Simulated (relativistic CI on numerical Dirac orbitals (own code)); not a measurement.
## Line list: Electric-dipole lines, Tl LXVI

These numbers are calculated, not measured: Dirac-Coulomb-Breit CI, KLI orbitals optimised for each configuration, model QED, unscaled Slater integrals (own radial code, finite nucleus).

Configuration list (outside the closed core [Ne]): 3s2 3p4, 3s2 3p3 3d, 3s 3p5, 3p6, 3s 3p4 3d, 3s 3p3 3d2, 3p5 3d, 3s2 3p2 3d 4p, 3s2 3p3 4s, 3s 3p3 3d 4s, 3p5 4s, 3p5 4p, 3s2 3p2 3d2, 3s2 3p 3d3, 3s 3p2 3d3, 3s2 3p 3d2 4s, 3p4 3d2, 3p3 3d3, 3p3 3d2 4s, 3s2 3p2 3d 4s, 3s 3p2 3d2 4s, 3s2 3p 3d 4s2. Double excitations out of closed p, d and f shells are left out; levels of such configurations are missing from the list, as are those of other unlisted configurations, and high levels can miss mixing partners.

```csv
λ vac (Å),Lower,Upper,A (s⁻¹),gf,Branching (%)
14.193,3s2 3p3 3d 3D°_2 [3],3s2 3p2 3d2 3D_1 [66],8.41e+12,7.62e-01,59.6
14.209,3s2 3p4 3P_2 [1],3s2 3p3 3d 3D°_1 [33],3.19e+12,2.89e-01,27.7
14.213,3s2 3p2 3d2 3P_2 [16],3s2 3p 3d3 5P°_1 [197],1.04e+13,9.42e-01,70.3
14.221,3s2 3p2 3d2 1G_4 [17],3s2 3p 3d3 3D°_3 [199],1.08e+13,2.29e+00,85.1
14.283,3s2 3p2 3d2 3F_3 [15],3s2 3p 3d3 3D°_2 [188],1.04e+13,1.58e+00,87.8
14.303,3s2 3p3 3d 3F°_3 [6],3s2 3p2 3d2 3D_2 [67],1.03e+13,1.58e+00,92.2
14.311,3s2 3p2 3d2 3P_1 [18],3s2 3p 3d3 3P°_2 [196],5.95e+12,9.13e-01,66.2
14.320,3s2 3p3 3d 3D°_3 [9],3s2 3p2 3d2 3P_2 [111],1.16e+13,1.78e+00,91.8
14.328,3s2 3p3 3d 3F°_4 [7],3s2 3p2 3d2 3D_3 [101],1.08e+13,2.33e+00,98.8
14.337,3s2 3p2 3d2 1G_4 [17],3s2 3p 3d3 3F°_4 [194],1.01e+13,2.79e+00,77.7
14.387,3s2 3p3 3d 3F°_3 [6],3s2 3p2 3d2 3F_3 [65],1.27e+13,2.77e+00,95.7
14.390,3s2 3p3 3d 3D°_2 [3],3s2 3p2 3d2 3F_2 [63],5.93e+12,9.21e-01,68.6
14.418,3s2 3p3 3d 3D°_2 [8],3s2 3p2 3d2 3P_1 [102],1.13e+13,1.06e+00,96.3
14.434,3s2 3p3 3d 3D°_1 [10],3s2 3p2 3d2 1D_2 [113],8.59e+12,1.34e+00,86.6
14.442,3s2 3p4 3P_2 [1],3s2 3p3 3d 3S°_1 [32],9.32e+12,8.75e-01,98.8
14.487,3s2 3p3 3d 3D°_3 [9],3s2 3p2 3d2 3F_4 [107],7.07e+12,2.00e+00,77.6
14.499,3s2 3p3 3d 3D°_3 [9],3s2 3p2 3d2 3F_3 [106],8.07e+12,1.78e+00,75.8
14.523,3s2 3p3 3d 3D°_2 [8],3s2 3p2 3d2 1D_2 [100],7.18e+12,1.14e+00,91.0
14.533,3s2 3p3 3d 3D°_2 [8],3s2 3p2 3d2 3F_3 [99],6.20e+12,1.37e+00,86.0
14.536,3s2 3p3 3d 3F°_4 [7],3s2 3p2 3d2 3F_4 [96],1.03e+13,2.92e+00,99.3
14.559,3s2 3p3 3d 3D°_1 [4],3s2 3p2 3d2 3F_2 [63],2.68e+12,4.26e-01,31.0
14.567,3s2 3p4 3P_2 [1],3s2 3p3 3d 3D°_2 [30],8.68e+12,1.38e+00,100.0
14.585,3s2 3p4 1S_0 [2],3s2 3p3 3d 3D°_1 [33],8.29e+12,7.93e-01,72.2
14.594,3s2 3p3 3d 3D°_1 [10],3s2 3p2 3d2 3D_1 [109],8.77e+12,8.40e-01,90.2
14.627,3s2 3p3 3d 3F°_4 [7],3s2 3p2 3d2 1H_5 [94],3.06e+12,1.08e+00,86.4
14.710,3s2 3p3 3d 3F°_4 [7],3s2 3p2 3d2 3H_5 [93],2.80e+12,1.00e+00,85.5
14.727,3s2 3p4 3P_2 [1],3s2 3p3 3d 3D°_3 [29],5.82e+12,1.32e+00,100.0
14.735,3s2 3p2 3d2 3F_2 [11],3s2 3p 3d3 3F°_2 [135],8.41e+12,1.37e+00,98.7
14.921,3s2 3p4 1D_2 [13],3s2 3p3 3d 1F°_3 [136],4.40e+12,1.03e+00,99.5
14.942,3s2 3p2 3d2 3F_3 [15],3s2 3p 3d3 3H°_4 [180],2.87e+12,8.66e-01,65.2
15.060,3s2 3p2 3d2 3F_3 [15],3s2 3p 3d3 5G°_3 [178],3.68e+12,8.76e-01,65.9
15.112,3s2 3p3 3d 3D°_2 [3],3s2 3p2 3d2 5G_2 [59],3.63e+12,6.22e-01,49.2
15.219,3s2 3p3 3d 3D°_2 [3],3s2 3p2 3d2 5G_3 [56],3.07e+12,7.46e-01,88.8
15.273,3s2 3p2 3d2 1G_4 [17],3s2 3p 3d3 3I°_5 [181],3.60e+12,1.39e+00,86.8
15.298,3s2 3p3 3d 3D°_1 [4],3s2 3p2 3d2 5G_2 [59],3.57e+12,6.26e-01,48.4
15.326,3s2 3p3 3d 3F°_3 [6],3s2 3p2 3d2 3H_4 [58],1.83e+12,5.79e-01,99.3
15.760,3s2 3p3 3d 3D°_2 [3],3s 3p4 3d 3G_3 [54],1.42e+12,3.69e-01,40.7
15.786,3s2 3p2 3d2 3F_2 [11],3s 3p3 3d2 3G°_3 [120],5.51e+12,1.44e+00,97.5
15.971,3s2 3p3 3d 3F°_3 [6],3s 3p4 3d 3G_3 [54],1.96e+12,5.24e-01,56.2
16.113,3s2 3p2 3d2 1G_4 [17],3s 3p3 3d2 3G°_5 [165],2.88e+12,1.23e+00,86.2
16.472,3s2 3p4 3P_2 [1],3s 3p5 3P°_2 [19],1.73e+12,3.52e-01,97.9
29.254,3s2 3p4 1D_2 [13],3s2 3p3 3d 1F°_3 [44],1.01e+12,9.04e-01,97.6
29.534,3s2 3p4 3P_2 [1],3s2 3p3 3d 3D°_3 [9],8.11e+11,7.42e-01,100.0
29.792,3s2 3p3 3d 3F°_3 [6],3s2 3p2 3d2 1G_4 [17],4.91e+11,5.89e-01,93.9
31.392,3s2 3p3 3d 3D°_3 [9],3s2 3p2 3d2 3F_4 [26],5.99e+11,7.97e-01,73.0
```

Terms are leading LS components. Brackets give the number of a level in order of energy, since labels repeat. The list gives strong lines, with weight on those to low levels, without lines whose two gauges differ by over a factor of 2.5, among the lowest 200 of 2790 levels, so that lines to higher ones, which can be the strongest, are missing. Levels whose partners in the same complex of configurations lie outside the list can be far off, and so can their lines. Rates are taken at the computed energies, electric ones in the length gauge.

At this charge energies of transitions that change n are usually good to better than 1 %, and those within a shell (Δn = 0) to a few per cent.

LS names give the leading component of a level, which can be under half, so a name can repeat, a term be missing and a line seem to break the LS rules.
